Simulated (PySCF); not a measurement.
# Radial density of Al⁺ (aluminium, charge +1)

PW91, [Ne] 3s2, closed-shell 1S. Calculation: PySCF 2.14, in aug-cc-pCVTZ-DK with one added diffuse shell each of s, p, d, f type (9s8p6d4f, 91 functions); the spin-free X2C one-electron Hamiltonian (Gaussian nucleus).

```tsv
r (bohr)	4πr²ρ (e/bohr)
0.00168	0.05568
0.00283	0.1467
0.00475	0.3823
0.00800	0.9691
0.0135	2.334
0.0226	5.129
0.0381	9.650
0.0640	13.99
0.108	13.51
0.181	9.015
0.305	10.37
0.512	12.28
0.862	5.320
1.45	1.235
2.44	0.8751
4.10	0.1425
6.90	0.001743
```

Densities and radii are taken from the X2C orbitals without a picture-change correction, which distorts them close to the nucleus.
